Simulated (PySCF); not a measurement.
Energy landscape of H4Ge, singlet: flattening of a tetrahedron along the D2d path, bond length relaxed. Scanned: the two opposite H-Ge-H angles (109.47 = tetrahedral, 180 = square planar). Other coordinates (Ge-H bond length) were minimised at PBE0/def2-TZVP.

The free coordinates were minimised at PBE0/def2-TZVP in PySCF; the energy column is CCSD(T) on RHF/cc-pVTZ, 9 core orbitals frozen in PySCF, in kJ/mol.

```csv
a / °,Ge-H bond length / Å,E
90,1.539,45.6
95,1.537,24.8
100,1.535,10.5
105,1.535,2.3
109.47,1.534,0.0
115,1.535,3.4
120,1.536,12.2
130,1.540,45.3
140,1.546,97.7
150,1.557,167.9
160,1.571,253.0
170,1.593,347.0
180,1.624,422.9
```
